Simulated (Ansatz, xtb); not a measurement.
**FHOSeSi: which of two isomers lies lower**

Structure I: `O=[Si](F)[SeH]`, a singlet. Structure II: `O[Si](F)=[Se]`, a singlet. Both are isolated molecules in the gas phase, relaxed with r2SCAN-D4/def2-SVP; the shapes shown needn't be the lowest conformers.

I (Å):

```xyz
5

F    -2.5691   -0.5446    0.8488
O    -0.7613    0.4225    2.7567
Se   -0.0566   -2.2541    0.7640
Si   -1.1745   -0.5461    1.6506
H     1.0840   -1.9898    1.6569
```

II (Å):

```yaml
atoms:
  - { symbol: F, position_ang: [-2.0603, -1.7893, 1.7889] }
  - { symbol: O, position_ang: [-0.3505, -0.3305, 0.5362] }
  - { symbol: Se, position_ang: [0.6834, -1.2961, 3.5496] }
  - { symbol: Si, position_ang: [-0.5875, -1.1356, 1.9401] }
  - { symbol: H, position_ang: [-1.0649, -0.3619, -0.1159] }
```

Estimate E(II) − E(I) at the level CCSD(T)/def2-TZVP.

Calculated at CCSD(T)/def2-TZVP: E(II) − E(I) = −78.4 kJ/mol, so structure II lies lower.

The same difference at several levels:

```json
{"level": "GFN2-xTB", "geometry": "GFN2-xTB", "E(II) − E(I) (kJ/mol)": "−40.2", "departure from the last row (kJ/mol)": "+38.2", "job, with rough time for the two": "optimisation, 0.58 s"}
{"level": "HF/STO-3G", "geometry": "GFN2-xTB", "E(II) − E(I) (kJ/mol)": "−132.7", "departure from the last row (kJ/mol)": "−54.3", "job, with rough time for the two": "single point, 2.1 s"}
{"level": "r2SCAN-D4/def2-SVP//GFN2-xTB", "geometry": "GFN2-xTB", "E(II) − E(I) (kJ/mol)": "−84.2", "departure from the last row (kJ/mol)": "−5.8", "job, with rough time for the two": "single point, 7.5 s"}
{"level": "r2SCAN-D4/def2-SVP", "geometry": "r2SCAN-D4/def2-SVP", "E(II) − E(I) (kJ/mol)": "−85.3", "departure from the last row (kJ/mol)": "−6.9", "job, with rough time for the two": "optimisation, 88 s"}
{"level": "HF/def2-TZVP", "geometry": "r2SCAN-D4/def2-SVP", "E(II) − E(I) (kJ/mol)": "−105.4", "departure from the last row (kJ/mol)": "−27.0", "job, with rough time for the two": "part of the CCSD(T) run"}
{"level": "MP2/def2-TZVP", "geometry": "r2SCAN-D4/def2-SVP", "E(II) − E(I) (kJ/mol)": "−77.3", "departure from the last row (kJ/mol)": "+1.1", "job, with rough time for the two": "part of the CCSD(T) run"}
{"level": "CCSD(T)/def2-TZVP", "geometry": "r2SCAN-D4/def2-SVP", "E(II) − E(I) (kJ/mol)": "−78.4", "departure from the last row (kJ/mol)": "", "job, with rough time for the two": "single point, 3.8 min"}
```

As drawn, II has 1 O–Si, 1 Se=Si, 1 O–H in place of 1 O=Si, 1 Se–Si, 1 Se–H.

The levels shown agree on the order. The largest departure from CCSD(T)/def2-TZVP is that of HF/STO-3G, 54.3 kJ/mol.

With harmonic frequencies from r2SCAN-D4/def2-SVP (ideal gas, rigid rotor, one conformer each, 298.15 K, 1 atm): the zero-point term adds +8.8 kJ/mol; ΔH is −70.2 and ΔG −68.7 kJ/mol.

The correlated steps freeze 16 core orbitals; the filled d shell of Se is correlated, in a basis made for valence electrons. Codes used: Ansatz 0.2.0, xtb 6.7.1; the last row on 1 thread of Intel(R) Xeon(R) Processor @ 2.50GHz (Skylake/Cascade Lake) on a shared host.
